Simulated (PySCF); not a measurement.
BBrFH2N, SMILES NB(F)Br.

The structure is a stationary point at PBE0-D3(BJ)/def2-SVP. Other conformers were not sampled.

Level of theory: PBE0/def2-TZVPD in PySCF.

Symmetry labels are those of the subgroup Cs that the program uses (full group Cs).

Computed valence orbital energies around the gap with their symmetry:
| orbital | symmetry | energy (eV) |
|---|---|---|
| HOMO−7 | A' | -15.03 |
| HOMO−6 | A' | -14.49 |
| HOMO−5 | A" | -13.22 |
| HOMO−4 | A' | -12.74 |
| HOMO−3 | A' | -10.47 |
| HOMO−2 | A" | -9.45 |
| HOMO−1 | A' | -8.47 |
| HOMO | A" | -8.31 |
| LUMO | A' | -0.22 |
| LUMO+1 | A" | 0.60 |
| LUMO+2 | A' | 0.75 |
| LUMO+3 | A' | 1.07 |
